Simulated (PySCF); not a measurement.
IrO₄, SMILES [O]1[Ir+](=[O])([O]1)=[O], charge +1, multiplicity 1.

The structure is a stationary point at B3LYP-D3(BJ)/def2-SVP. The spin state was assumed, not searched. The def2 effective core potentials stand for the cores of Ir; spin–orbit coupling is left out.

Calculation: PBE/def2-TZVP (PySCF).

The total energy is -404.68390 hartree and the point group is C2v. The highest occupied level is -14.40 eV. The lowest empty level is -12.74 eV, the orbital gap comes out as 1.66 eV and the dipole moment about the centre of nuclear charge is 0.72 D. The mean static polarisability is 43.4 bohr³ (6.43 Å³). The polarisability, principal values comes out as 28.7, 45.5, 56.0 bohr³.
